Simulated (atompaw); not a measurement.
**What one change does to a pseudopotential (gold (Au), PAW (atompaw))**

| Quantity | Value |
| --- | --- |
| Element | gold (Au) |
| Generator | atompaw 4.2.0.5 |
| Type | PAW |
| Functional | LDA (PW92) |
| Relativity | scalar-relativistic |
| Frozen core | [Xe] |
| Valence charge | 25 |
| Reference configuration | 4f14 5d10 6s0.5 6p0 (charge +0.5) |
| Partial waves | 6s (bound): rc 2.45 bohr; 6s channel at 0.9 Ry: rc 2.45 bohr; 6p (bound, empty): rc 3.00 bohr; 6p channel at 0.1 Ry: rc 3.00 bohr; 5d (bound): rc 1.70 bohr; 5d channel at -0.45 Ry: rc 3.00 bohr; 4f (bound): rc 0.70 bohr; 4f channel at -5.85 Ry: rc 0.70 bohr |
| Local potential | bessel scheme, radius 2.75 bohr |
| Core correction | smooth core density matched at 2.10 bohr |
| Augmentation charge | sinc compensation charge, radius 2.65 bohr; PAW radius 3.00 bohr; waves and projectors: custom polynom gramschmidtortho |

Change: all radii scaled by about 0.74 (s 1.80, p 2.22, d 1.26, f 0.52 bohr); local potential bessel scheme, radius 2.02 bohr; augmentation sinc compensation charge, radius 1.96 bohr; PAW radius 2.22 bohr; waves and projectors: custom polynom gramschmidtortho; core correction smooth core density matched at 1.54 bohr.

Cutoffs: the cutoffs (Ry, on a coarse ladder) from which the occupation-weighted sum of valence levels, in a spherical-Bessel basis at the reference potential, stays within 10 and 1 mRy of its value at 400 Ry; they do not see the model core or the augmentation charge, which bear on the density cutoff.

Task: What does the change do?

Result: A bound ghost appears in s, which as a rule spoils a file; the p channel binds one level more than in the base.

```tsv
quantity	base	changed
cutoffs, loose and tight	over 300 Ry, over 300 Ry	not determined
bound ghosts	none	s
lowest overlap eigenvalue by channel	s 0.26, p 0.49, d 0.14, f 1.00	s 0.60, p 0.67, d 0.05, f 1.00
```

 A true bound ghost makes a file unfit for plane-wave use even where its test errors are small: the radial tests pick states by their node count and pass the ghost by. The cutoffs see the waves, projectors and local potential, not the compensation charge or the core.
